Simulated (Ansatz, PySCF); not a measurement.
Complex: GeH4 (SMILES [GeH4]) (first 5 atoms) with C2H6 (SMILES CC); geometry from B3LYP-D3(BJ)/def2-TZVP, rigid monomers moved along the line of their centres of mass till Ge1···C6 is 3.44 Å.
(charge 0, multiplicity 1):
```xyz
13

Ge    -0.154     0.149    -0.246
H     -0.505    -0.060    -1.728
H      0.420    -1.153     0.331
H     -1.422     0.535     0.529
H      0.886     1.270    -0.120
C      0.546     0.505     3.107
C     -0.402    -0.644     3.440
H      0.996     0.923     4.010
H      0.024     1.315     2.595
H      1.360     0.174     2.459
H      0.121    -1.453     3.954
H     -0.851    -1.063     2.538
H     -1.215    -0.312     4.089
```

Interaction energies are E(AB) − E(A) − E(B) at the monomers' geometry in the complex; basis-set methods are counterpoise corrected.

Frozen-core correlation. Filled d and f shells under p-block atoms count as core.

The values were computed with Ansatz (a first-principles code) with Gaussian orbitals; PySCF for the dispersion terms. Values without a source in brackets are computed.

PBE/def2-TZVPPD gives 49.4 meV for the interaction energy.

Problem. How do the other levels lie against it? Give each less PBE: PBE-D3(BJ)/def2-TZVPPD, r2SCAN/def2-TZVPPD, PBE0/def2-TZVPPD, wB97M-V/def2-TZVPPD, MP2/aug-cc-pVDZ, CCSD(T)/aug-cc-pVDZ.

Solution. PBE-D3(BJ)/def2-TZVPPD -75.2; r2SCAN/def2-TZVPPD -36.8; PBE0/def2-TZVPPD -4.3; wB97M-V/def2-TZVPPD -76.8; MP2/aug-cc-pVDZ -42.9; CCSD(T)/aug-cc-pVDZ -42.1 meV. 0 of 6 lie above PBE; the widest gap is to wB97M-V/def2-TZVPPD.
